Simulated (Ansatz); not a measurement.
One change: `[SiH3][GeH2][GeH2][GeH3]` becomes `[SiH3][GeH2][GeH2][SiH2][GeH3]`.

Ansatz, PBE0-D4/def2-TZVP geometries, multiplicity 1. Each molecule was computed in one conformer, which needn't be the lowest.

Scalar relativity is left out up to krypton.

```tsv
property	`[SiH3][GeH2][GeH2][GeH3]`
size of the dipole moment (PBE/def2-TZVPP) / D	0.08
HOMO energy (B3LYP/def2-TZVPP) / eV	-7.49
HOMO–LUMO gap (PBE0/def2-TZVPP) / eV	7.51
HOMO–LUMO gap (B3LYP/def2-TZVPP) / eV	7.05
HOMO–LUMO gap (PBE/def2-TZVPP) / eV	5.69
size of the dipole moment (ωB97M-V/def2-TZVPP) / D	0.09
```

**Question.** Give the same properties after the change, and the shifts. (Best estimate.)

**Answer.** The calculation gave: 
```tsv
property	`[SiH3][GeH2][GeH2][SiH2][GeH3]`	shift
size of the dipole moment (PBE/def2-TZVPP) / D	0.10	0.02
HOMO energy (B3LYP/def2-TZVPP) / eV	-7.50	-0.01
HOMO–LUMO gap (PBE0/def2-TZVPP) / eV	7.39	-0.12
HOMO–LUMO gap (B3LYP/def2-TZVPP) / eV	6.96	-0.09
HOMO–LUMO gap (PBE/def2-TZVPP) / eV	5.60	-0.09
size of the dipole moment (ωB97M-V/def2-TZVPP) / D	0.15	0.06
```

Dipoles are sizes alone; their direction can turn.

B3LYP here is the variant with VWN-RPA as its local correlation; programs differ in this.
